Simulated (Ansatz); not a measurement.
Two isomers of C2H7BOSi: A = `B/C=C/O[SiH3]`, B = `CC1([SiH3])BO1`.

Computed with Ansatz on PBE0-D4/def2-TZVP structures; ΔE is electronic, products minus reactants. CCSD(T)/CBS adds triple-zeta CCSD(T) − MP2 to the extrapolated MP2 energy (def2 sets, frozen cores). Functionals use def2-TZVPP. Each species was taken in one conformer, which may not be the lowest.

Q: Which is lower in electronic energy at CCSD(T)/CBS, and by how much? (Estimate.)

A: Computed: A, by 5.4 kcal/mol.

Q: Give E(B) − E(A) in kcal/mol with PBE-D4, HF/def2-TZVPP, CCSD/def2-TZVPP, CCSD(T)/def2-TZVPP, r2SCAN-D4, MP2/def2-TZVPP, B2PLYP. (Best estimate.)

A: Computed: PBE-D4 2.0, HF/def2-TZVPP 17.6, CCSD/def2-TZVPP 6.8, CCSD(T)/def2-TZVPP 5.7, r2SCAN-D4 4.7, MP2/def2-TZVPP 4.6, B2PLYP 7.9. None reverses the order clearly.

Largest T1 diagnostic: 0.015.

From PBE to PBE0 (25 % exact exchange), in def2-TZVPP and without D4, E(B) − E(A) moves by +1.3 kcal/mol. The D4 term adds −1.0 kcal/mol with B3LYP and −0.5 kcal/mol with PBE0; it sums over pairs of atoms, weighted by their polarisabilities, and B3LYP, whose exchange is more repulsive, gets the larger term.

B3LYP here is the variant with VWN-RPA as its local correlation; programs differ in this.
